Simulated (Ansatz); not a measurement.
One change: `[CH3][Al]([Cl])[BH]S` becomes `[CH3][Al]([CH3])[Cl]`.

Ansatz, PBE0-D4/def2-TZVP geometries, multiplicity 1. Each molecule was computed in one conformer, which needn't be the lowest.

```json
{"property": "HOMO energy (ωB97M-V/def2-TZVPP) / eV", "`[CH3][Al]([Cl])[BH]S`": "-9.50"}
{"property": "HOMO energy (PBE/def2-TZVPP) / eV", "`[CH3][Al]([Cl])[BH]S`": "-6.22"}
{"property": "size of the dipole moment (B3LYP/def2-TZVPP) / D", "`[CH3][Al]([Cl])[BH]S`": "2.24"}
{"property": "LUMO energy (PBE/def2-TZVPP) / eV", "`[CH3][Al]([Cl])[BH]S`": "-3.26"}
{"property": "HOMO–LUMO gap (B3LYP/def2-TZVPP) / eV", "`[CH3][Al]([Cl])[BH]S`": "4.62"}
{"property": "LUMO energy (B3LYP/def2-TZVPP) / eV", "`[CH3][Al]([Cl])[BH]S`": "-2.60"}
```

Problem. Give the same properties after the change, and the shifts. (An estimate is asked.)

Solution. Computed: 
| property | `[CH3][Al]([CH3])[Cl]` | shift |
| --- | --- | --- |
| HOMO energy (ωB97M-V/def2-TZVPP) / eV | -10.11 | -0.61 |
| HOMO energy (PBE/def2-TZVPP) / eV | -6.62 | -0.40 |
| size of the dipole moment (B3LYP/def2-TZVPP) / D | 2.03 | -0.21 |
| LUMO energy (PBE/def2-TZVPP) / eV | -1.41 | 1.85 |
| HOMO–LUMO gap (B3LYP/def2-TZVPP) / eV | 6.83 | 2.21 |
| LUMO energy (B3LYP/def2-TZVPP) / eV | -0.85 | 1.75 |

With PBE0 the HOMO falls by 0.49 eV and the LUMO rises by 1.83 eV, so the gap widens by about 2.32 eV. PBE moves the HOMO by -0.40 eV and ωB97M-V by -0.61 eV. Dipoles are sizes alone; their direction can turn.

B3LYP here is the variant with VWN-RPA as its local correlation; programs differ in this.
